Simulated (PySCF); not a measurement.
Species: C7H14OS.
SMILES with atom numbers: `[CH3:1][C@@H:2]([CH:3]1[CH2:4][CH2:5][CH2:6]1)[S@@:7]([CH3:8])=[O:9]` (hydrogens: H10, H11, H12 on C1; H13 on C2; H14 on C3; H15, H16 on C4; H17, H18 on C5; H19, H20 on C6; H21, H22, H23 on C8)

The same species was optimised twice, with GFN2-xTB and with PBE0-D3(BJ)/def2-SVP (PySCF), and the same property calculations (PySCF, gas phase) were run on both structures.

```json
{"coordinate": "S7=O9 (Å)", "GFN2-xTB": "1.464", "PBE0-D3(BJ)/def2-SVP": "1.508", "change": "+0.044"}
{"coordinate": "S7–C8 (Å)", "GFN2-xTB": "1.848", "PBE0-D3(BJ)/def2-SVP": "1.812", "change": "-0.036"}
{"coordinate": "C2–S7 (Å)", "GFN2-xTB": "1.883", "PBE0-D3(BJ)/def2-SVP": "1.854", "change": "-0.029"}
{"coordinate": "C3–C6 (Å)", "GFN2-xTB": "1.540", "PBE0-D3(BJ)/def2-SVP": "1.545", "change": "+0.005"}
{"coordinate": "C3–C4 (Å)", "GFN2-xTB": "1.542", "PBE0-D3(BJ)/def2-SVP": "1.546", "change": "+0.004"}
{"coordinate": "C4–C5 (Å)", "GFN2-xTB": "1.534", "PBE0-D3(BJ)/def2-SVP": "1.538", "change": "+0.004"}
{"coordinate": "C5–C6 (Å)", "GFN2-xTB": "1.535", "PBE0-D3(BJ)/def2-SVP": "1.538", "change": "+0.003"}
{"coordinate": "C2–C3 (Å)", "GFN2-xTB": "1.513", "PBE0-D3(BJ)/def2-SVP": "1.515", "change": "+0.002"}
{"coordinate": "C1–C2 (Å)", "GFN2-xTB": "1.523", "PBE0-D3(BJ)/def2-SVP": "1.522", "change": "-0.001"}
{"coordinate": "C2–S7–C8 (°)", "GFN2-xTB": "97.7", "PBE0-D3(BJ)/def2-SVP": "100.2", "change": "+2.5"}
{"coordinate": "C2–C3–C6 (°)", "GFN2-xTB": "119.4", "PBE0-D3(BJ)/def2-SVP": "121.6", "change": "+2.2"}
{"coordinate": "C3–C2–S7 (°)", "GFN2-xTB": "110.4", "PBE0-D3(BJ)/def2-SVP": "111.1", "change": "+0.7"}
{"coordinate": "C4–C3–C6 (°)", "GFN2-xTB": "88.8", "PBE0-D3(BJ)/def2-SVP": "88.0", "change": "-0.8"}
{"coordinate": "C4–C5–C6 (°)", "GFN2-xTB": "89.3", "PBE0-D3(BJ)/def2-SVP": "88.6", "change": "-0.7"}
{"coordinate": "C3–C4–C5 (°)", "GFN2-xTB": "89.1", "PBE0-D3(BJ)/def2-SVP": "88.4", "change": "-0.7"}
{"coordinate": "C3–C6–C5 (°)", "GFN2-xTB": "89.1", "PBE0-D3(BJ)/def2-SVP": "88.5", "change": "-0.6"}
{"coordinate": "C2–C3–C4 (°)", "GFN2-xTB": "117.5", "PBE0-D3(BJ)/def2-SVP": "118.1", "change": "+0.6"}
{"coordinate": "C1–C2–C3–C4 (°)", "GFN2-xTB": "-52", "PBE0-D3(BJ)/def2-SVP": "-52", "change": "0"}
{"coordinate": "C1–C2–S7–C8 (°)", "GFN2-xTB": "162", "PBE0-D3(BJ)/def2-SVP": "172", "change": "+10"}
```

Rotational constants: A = 2158, B = 971.9, C = 805.0 MHz (GFN2-xTB) against A = 2158, B = 975.4, C = 798.5 MHz (PBE0-D3(BJ)/def2-SVP). Point groups within 0.08 Å: C1 and C1.

On the GFN2-xTB structure: HOMO (eV) -6.46 [PBE0/pcSseg-1]; LUMO (eV) 0.96 [PBE0/pcSseg-1]; dipole (D) 3.50 [PBE0/pcSseg-1]; GIAO shielding of C1 (ppm) 171.1 [PBE0/pcSseg-1]; GIAO shielding of C2 (ppm) 116.9 [PBE0/pcSseg-1]; GIAO shielding of C3 (ppm) 158.9 [PBE0/pcSseg-1]; GIAO shielding of C4 (ppm) 159.6 [PBE0/pcSseg-1]; GIAO shielding of C5 (ppm) 168.1 [PBE0/pcSseg-1]; GIAO shielding of C6 (ppm) 154.7 [PBE0/pcSseg-1]; GIAO shielding of S7 (ppm) 183.2 [PBE0/pcSseg-1]; GIAO shielding of C8 (ppm) 142.2 [PBE0/pcSseg-1].

What do these properties become on the PBE0-D3(BJ)/def2-SVP structure?

```
                                    property          level  on GFN2-xTB  on PBE0-D3(BJ)/def2-SVP  change
                                   HOMO (eV)  PBE0/pcSseg-1        -6.46                    -6.39   +0.07
                                   LUMO (eV)  PBE0/pcSseg-1         0.96                     1.07   +0.11
                                  dipole (D)  PBE0/pcSseg-1         3.50                     3.82   +0.32
energy, GFN2-xTB geometry as zero (kcal/mol)  PBE0/pcSseg-1          0.0                     -2.9    -2.9
                  GIAO shielding of C1 (ppm)  PBE0/pcSseg-1        171.1                    169.8    -1.3
                  GIAO shielding of C2 (ppm)  PBE0/pcSseg-1        116.9                    119.5    +2.6
                  GIAO shielding of C3 (ppm)  PBE0/pcSseg-1        158.9                    155.6    -3.3
                  GIAO shielding of C4 (ppm)  PBE0/pcSseg-1        159.6                    154.8    -4.8
                  GIAO shielding of C5 (ppm)  PBE0/pcSseg-1        168.1                    163.6    -4.5
                  GIAO shielding of C6 (ppm)  PBE0/pcSseg-1        154.7                    150.1    -4.6
                  GIAO shielding of S7 (ppm)  PBE0/pcSseg-1        183.2                    188.7    +5.5
                  GIAO shielding of C8 (ppm)  PBE0/pcSseg-1        142.2                    144.3    +2.1
```

The heavy atoms differ by 0.097 Å rms after alignment. Among bonds between heavy atoms S7=O9 changes most (+0.044 Å). Changes are differences of the printed values. Neither structure is proved a minimum here.

Shape of the structure used: `[CH3:1][C@@H:2]([CH:3]1[CH2:4][CH2:5][CH2:6]1)[S@@:7]([CH3:8])=[O:9]`: C1–C2–C3–C4 -52°, C1–C2–S7–C8 172°.
